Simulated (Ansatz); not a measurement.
One change: `C[SiH2][SiH2]Br` becomes `C[SiH2][SiH2][AsH2]`.

Ansatz, PBE0-D4/def2-TZVP geometries, multiplicity 1. Each molecule was computed in one conformer, which needn't be the lowest.

Scalar relativity is left out up to krypton.

```csv
property,`C[SiH2][SiH2]Br`
HOMO–LUMO gap (ωB97M-V/def2-TZVPP) / eV,10.97
size of the dipole moment (B3LYP/def2-TZVPP) / D,1.67
HOMO energy (ωB97M-V/def2-TZVPP) / eV,-9.84
HOMO–LUMO gap (B3LYP/def2-TZVPP) / eV,6.74
size of the dipole moment (ωB97M-V/def2-TZVPP) / D,1.71
HOMO energy (B3LYP/def2-TZVPP) / eV,-7.57
```

What does the change do to each property? (Estimate.)

Ansatz gave: 
```tsv
property	`C[SiH2][SiH2][AsH2]`	shift
HOMO–LUMO gap (ωB97M-V/def2-TZVPP) / eV	10.86	-0.11
size of the dipole moment (B3LYP/def2-TZVPP) / D	0.58	-1.09
HOMO energy (ωB97M-V/def2-TZVPP) / eV	-9.42	0.42
HOMO–LUMO gap (B3LYP/def2-TZVPP) / eV	6.76	0.02
size of the dipole moment (ωB97M-V/def2-TZVPP) / D	0.56	-1.15
HOMO energy (B3LYP/def2-TZVPP) / eV	-7.18	0.39
```

Dipoles are sizes alone; their direction can turn.

B3LYP here is the variant with VWN-RPA as its local correlation; programs differ in this.

Spin–orbit coupling is left out; it splits and shifts lone-pair levels of the heavy atoms by tenths of an eV.
